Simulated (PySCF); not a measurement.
C4H8Si, SMILES C1=CC[SiH2]C1. Atoms are numbered in the order given.

```xyz
13

C      1.3599     0.0015    -0.6705
C      1.3599     0.0015     0.6705
C      0.0493    -0.0031     1.4144
Si    -1.2239     0.0017     0.0000
C      0.0493    -0.0031    -1.4144
H      2.3020     0.0044    -1.2306
H      2.3020     0.0044     1.2306
H     -0.0440     0.8745     2.0770
H     -0.0421    -0.8877     2.0683
H     -2.0972     1.2161     0.0000
H     -2.1093    -1.2037     0.0000
H     -0.0421    -0.8877    -2.0683
H     -0.0440     0.8745    -2.0770
```

The structure is a stationary point at PBE0-D3(BJ)/def2-SVP. The values are those of a single conformer.

Two levels are set side by side: PBE/pcSseg-1 (PySCF) and HF/pcSseg-1 (PySCF). GIAO shifts against TMS (²⁹Si), TMS (¹H), TMS (¹³C) at the same level; non-relativistic, no solvent, atoms listed together averaged. Differences are taken from unrounded values.

```tsv
quantity	PBE
δ(¹³C) of C1, C2 (ppm)	141.1
δ(¹³C) of C3, C5 (ppm)	18.7
δ(²⁹Si) of Si4 (ppm)	-29.9
δ(¹H) of H6, H7 (ppm)	6.36
δ(¹H) of H8, H9, H12, H13 (ppm)	2.09
δ(¹H) of H10, H11 (ppm)	4.66
```

Q: These are the PBE values. What does HF give? (The exact figures need the calculation; the answer reports its results.)

A: 
```tsv
quantity	HF	PBE minus HF
δ(¹³C) of C1, C2 (ppm)	142.2	-1.1
δ(¹³C) of C3, C5 (ppm)	11.3	7.4
δ(²⁹Si) of Si4 (ppm)	-25.3	-4.5
δ(¹H) of H6, H7 (ppm)	6.34	0.02
δ(¹H) of H8, H9, H12, H13 (ppm)	1.63	0.47
δ(¹H) of H10, H11 (ppm)	4.33	0.33
```

Rough cost on one machine, each run with all the roots and properties that it gave: HF against PBE within a factor of 2.
